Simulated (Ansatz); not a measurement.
Ansatz results at the PBE0-D4/def2-TZVP geometry: LUMO energy (PBE/def2-TZVPP) -2.86 eV; HOMO–LUMO gap (PBE0/def2-TZVPP) 4.44 eV; HOMO energy (PBE/def2-TZVPP) -5.34 eV.

Each molecule was computed in one conformer, which needn't be the lowest.

(1) Which molecule gave them?
A. `C[SiH]`
B. `CC[Si]F`
C. `F[Si]Cl`
D. `[SiH3]N([SiH3])[Si]S`

Answers

(1) B. The others give `C[SiH]`: -3.41, 3.77, -5.26; `F[Si]Cl`: -3.32, 5.46, -6.83; `[SiH3]N([SiH3])[Si]S`: -2.56, 5.08, -5.84.
